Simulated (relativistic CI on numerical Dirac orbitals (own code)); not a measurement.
**Ir6+: 5d valence photoemission**

Computed with this model: Dirac-Coulomb-Breit CI, KLI orbitals optimised for each configuration, QED by a radiative potential, valence Slater integrals scaled by 0.8, multiplet model of photoemission in the sudden approximation; configurations [Xe] 4f14 5d3 → [Xe] 4f14 5d2; 300 K; Lorentzian 0.42 eV and Gaussian 0.5 eV FWHM. Energies are those of the free ion, without screening or charge transfer. The energies are binding energies and can lie tens of eV above those of solids. S is read from ⟨S²⟩ = S(S + 1).

Field parameters in Wybourne normalisation: D3d B²₀ = −7Dσ, B⁴₀ = −14Dq − 21Dτ, B⁴₃ = −14√(10/7) Dq; D4h B²₀ = −7Ds, B⁴₀ = 21(Dq − Dt), B⁴₄ = 21√(5/14) Dq; Td as Oh with Dq negative (B⁴₀ = 21Dq, B⁴₄ = √(5/14) B⁴₀). The field is a parameter set, without covalency.

Computed curve for free ion, scaled to 100 at the maximum (points under 2 are left out and the grid is thinned):

(Energy (eV), Intensity): (86.2, 2.1), (86.3, 2.3), (86.5, 2.9), (86.6, 3.3), (86.8, 4.4), (86.9, 5.2), (87.1, 7.7), (87.2, 9.7), (87.3, 12.6), (87.5, 23.6), (87.6, 33.4), (87.8, 63.9), (87.9, 81.3), (88.1, 100.0), (88.2, 95.0), (88.4, 64.5), (88.5, 47.8), (88.6, 34.4), (88.8, 18.8), (88.9, 15.1), (89.1, 12.5), (89.2, 12.9), (89.4, 16.0), (89.5, 17.8), (89.6, 19.4), (89.8, 22.1), (89.9, 23.4), (90.1, 24.8), (90.2, 23.6), (90.4, 17.6), (90.5, 14.3), (90.7, 10.0), (90.8, 9.1), (90.9, 8.7), (91.1, 8.0), (91.2, 7.2), (91.4, 5.0), (91.5, 3.9), (91.7, 2.4), (91.8, 2.0)

The ground state has S = 1.35, and the centroid lies at 88.64 eV.
